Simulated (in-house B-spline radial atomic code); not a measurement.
Relativistic effects in Br25+, [He] 2s2 2p6: non-relativistic Hartree-Fock (point nucleus) against Dirac-Hartree-Fock (Fermi nucleus of rms radius 4.1629 fm), both averages of the configuration, computed with a radial B-spline atomic code at the basis-set limit.

| orbital | ε NR (Eh) | ε Dirac (Eh) | <r> NR (bohr) | <r> Dirac (bohr) | change of <r> (%) |
| --- | --- | --- | --- | --- | --- |
| 1s1/2 | -534.06 | -542.8 | 0.04364 | 0.0427 | -2.2 |
| 2s1/2 | -106.5 | ? | 0.1893 | ? | ? |
| 2p1/2 | -100.34 | -102.25 | 0.1633 | 0.1591 | -2.6 |
| 2p3/2 | -100.34 | ? | 0.1633 | ? | ? |

(1) What happens to 2s1/2?

(2) What happens to 2p3/2?

(3) What explains the pattern of contraction and expansion?

(4) By how much does the total energy change?

Answers

(1) Its energy goes to -108.7 hartree and <r> to 0.185 bohr (-2.23 %).

(2) Its energy goes to -100.42 hartree and <r> to 0.1627 bohr (-0.37 %).

(3) The s and p1/2 orbitals contract directly, as their density near the nucleus moves at relativistic speed. Nothing expands appreciably in this ion.

(4) By -30.709 hartree, from -2158.673 to -2189.381.
